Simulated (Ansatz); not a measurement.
Ansatz (an electronic-structure program) input (HF/3-21G): The .json file is the Basis Set Exchange's 3-21G.

Ansatz 0.2 input:
```yaml
crystal:
  periodic: [false, false, false]
  atoms:
    - {symbol: Sn, position_ang: [-0.00000000, -0.00000000, -0.03502570]}
    - {symbol: H, position_ang: [0.00000000, 0.00000000, 1.75128499]}
basis:
  gaussian:
    orbitals: 3-21G.json
hamiltonian:
  xc: {name: HF}
magnetization: {spin_polarized: true, initial_magnetization: 1}
relax: {f_tol: 0.003, max_steps: 120}
```

Task: What final total energy does it give?

Result: -5997.22715 Eh.
